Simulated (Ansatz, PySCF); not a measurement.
Ge(Cl)2 cation (Cl2Ge), SMILES [Cl][Ge][Cl] (connectivity only; charge and spin as stated), charge +1, multiplicity 2. Atoms are numbered in the order given.

```xyz
3

Ge     0.0000     0.0000     0.5285
Cl     0.0000    -1.8016    -0.5011
Cl     0.0000     1.8016    -0.5011
```
Charge +1, spin multiplicity 2.

Geometry optimised at PBE0-D3(BJ)/def2-TZVP. The spin state was assumed, not searched. The isomer is the one that the SMILES or the coordinates give; other isomers of the formula were not compared.

Two levels are set side by side: PBE-D3(BJ)/def2-TZVP (Ansatz, an electronic-structure program) and PBE0-D3(BJ)/def2-TZVP (Ansatz). Each level has its own optimised geometry; the coordinates shown are those of the second. Frequencies come from the Hessian of PySCF at each geometry. Differences are taken from unrounded values.

| quantity | PBE0-D3(BJ) | PBE-D3(BJ) | PBE-D3(BJ) minus PBE0-D3(BJ) |
|---|---|---|---|
| mean bond length (Å) | 2.075 | 2.105 | 0.030 |
| bond Ge1–Cl2 (Å) | 2.075 | 2.105 | 0.030 |
| bond Ge1–Cl3 (Å) | 2.075 | 2.105 | 0.030 |
| highest harmonic wavenumber (cm⁻¹) | 495 | 459 | -35 |
| mean harmonic wavenumber (cm⁻¹) | 354 | 327 | -26 |
| zero-point energy (kcal/mol) | 1.52 | 1.40 | -0.11 |

Exact exchange shortens and stiffens bonds; PBE has none. Differences between two approximate levels are no errors against the true value.
